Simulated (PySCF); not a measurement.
Continuum solvent and chemical shifts

Geometry (Å), atoms numbered from 1 in this order:
```xyz
21

C     2.492   -1.727   -0.529
C     1.502   -1.026   -1.076
F     0.760   -1.575   -2.050
C     1.062    0.358   -0.752
C    -0.383    0.449   -0.239
C    -0.831    1.905   -0.199
C    -0.532   -0.249    1.114
C    -1.964   -0.386    1.606
H     2.712   -2.740   -0.870
H     3.094   -1.289    0.267
H     1.755    0.791   -0.012
H     1.153    0.964   -1.671
H    -1.018   -0.087   -0.969
H    -0.741    2.378   -1.189
H    -0.214    2.486    0.507
H    -1.879    2.002    0.118
H     0.071    0.299    1.862
H    -0.077   -1.252    1.044
H    -2.443    0.591    1.773
H    -2.582   -0.938    0.879
H    -2.005   -0.935    2.559
```

GIAO PBE0/pcSseg-1 in PySCF on one PBE0-D3(BJ)/def2-SVP conformer, non-relativistic, equivalent nuclei averaged. Solvents enter as an IEF-PCM continuum (cyclohexane with ε = 2.0, water with ε = 78.4) around the gas-phase geometry. Shifts are referred to TMS, CFCl3 computed in the same medium.

Gas phase, δ in ppm: C2 174.8, C1 96.8, C4 44.5, C5 32.5, C7 29.2, C6 20.7, C8 13.8, F3 -91.5, H9 4.77, H10 4.36, H12 2.20, H18 1.76, H11 1.52, H13 1.38. Dipole moment 1.42 D.

Problem. How does each δ change in the continuum?

Solution. 
```csv
atoms,environment,"Δδ, cyclohexane","Δδ, water"
C2,fully substituted alkene carbon,+0.9,+2.3
C1,terminal =CH2 carbon,+0.2,+0.6
C4,allylic sp3 CH2,+0.1,+0.2
C5,sp3 CH,+0.5,+1.3
C7,sp3 CH2,+0.3,+0.8
C6,methyl carbon,+0.1,+0.2
C8,methyl carbon,+0.1,+0.4
F3,vinylic fluorine,-1.5,-3.3
H9,hydrogen on a terminal =CH2 carbon,+0.04,+0.08
H10,hydrogen on a terminal =CH2 carbon,+0.09,+0.26
H12,hydrogen on an allylic sp3 CH2,+0.04,+0.09
H18,hydrogen on an sp3 CH2,-0.04,-0.14
H11,hydrogen on an allylic sp3 CH2,+0.08,+0.25
H13,hydrogen on an sp3 CH,-0.02,-0.08
```

Changes are relative to the gas phase. The dipole moment becomes 1.57 D in cyclohexane, 1.86 D in water.

Problem. Which nuclei move most (in ppm), and what does the model miss?

Solution. F3 (vinylic fluorine, -3.3 ppm) in water. A continuum only polarises the solute; specific hydrogen bonds, the anisotropy of aromatic solvents and changes of geometry or conformer are outside it.
